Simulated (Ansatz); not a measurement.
Cost and result for the atomization energy of CH3GeN (`N#[C][GeH3]`) (6 atoms, 5 bonds).

```xyz
6

N    -0.277   -1.408   -2.003
C    -0.148   -0.750   -1.067
Ge    0.069    0.349    0.497
H    -1.280    0.371    1.215
H     0.478    1.739    0.009
H     1.159   -0.300    1.349
```

The species carries charge 0 and has multiplicity 1. Correlated methods include outer-core shells of Ge, which these sets cover unevenly. Scalar relativity is left out up to krypton. The structure was optimised at the PBE0-D4/def2-TZVP level. Program: Ansatz. All runs use 4 threads of an Arm Neoverse V1 on a shared host. Times are those of one run each, without the atoms' runs, and a repeat can differ threefold. Electronic energies, without spin–orbit coupling; frozen cores. CCSD(T)/CBS adds CCSD(T) − MP2 in def2-TZVPP to the MP2 limit, and its time is that of the two runs behind it. T1 = 0.013. With those shells the extrapolation isn't a true limit. B3LYP takes the VWN-RPA correlation (the form of Gaussian; ORCA's B3LYP/G). HSE06 is the plane-wave form, built on full-range PBE exchange.

CCSD(T)/CBS is a level of theory with its own doubt, some kJ/mol a heavy atom from the limit and from the frozen cores, so smaller differences don't rank the functionals.

```
                             level  functions  wall time  atomization (kcal/mol)  difference from CCSD(T)/CBS  per bond
                BLYP-D4/def2-TZVPP        152      0.8 s                   503.6                          1.9       0.4
                PBE0-D4/def2-TZVPP        152        1 s                   496.6                         -5.1      -1.0
               BHLYP-D4/def2-TZVPP        152      1.1 s                   480.1                        -21.6      -4.3
               HSE06-D4/def2-TZVPP        152      1.1 s                   496.8                         -4.9      -1.0
           CAM-B3LYP-D4/def2-TZVPP        152      1.1 s                   501.7                          0.0       0.0
                  CCSD(T)/def2-SVP         75      1.2 s                   471.5                        -30.2      -6.0
 B3LYP-D4/def2-TZVPP (with forces)        152      1.3 s                   499.9                         -1.8      -0.4
             r2SCANh-D4/def2-TZVPP        152      1.9 s                   492.5                         -9.2      -1.8
r2SCAN-D4/def2-TZVPP (with forces)        152        2 s                   497.6                         -4.1      -0.8
                 B97M-V/def2-TZVPP        152      3.3 s                   503.6                          1.9       0.4
                    MP2/def2-QZVPP        293        6 s                   505.2                          3.5       0.7
                CCSD(T)/def2-TZVPP        152       14 s                   490.1                        -11.6      -2.3
                 CCSD(T)/CBS(def2)          –       20 s                   501.7                          0.0       0.0
```

At CCSD(T), def2-SVP lies −30.2 kcal/mol from the extrapolated value and def2-TZVPP −11.6 kcal/mol: correlation converges slowly with the basis, and small sets miss more of it in the bonded molecule than in its fragments. In def2-TZVPP, CCSD(T) changes the Hartree–Fock value by +151.2 kcal/mol (the triples alone add +10.5 kcal/mol) and MP2 by +159.6 kcal/mol; breaking electron pairs costs correlation energy, which Hartree–Fock lacks. Leaving LDA and LC-ωPBE aside and taking each functional with its dispersion term where it has one, the values, not all of them listed here, spread over 30.9 kcal/mol, from BHLYP-D4 to PBE-D4. LDA lies +64.0 kcal/mol from PBE without D4, its usual overbinding.
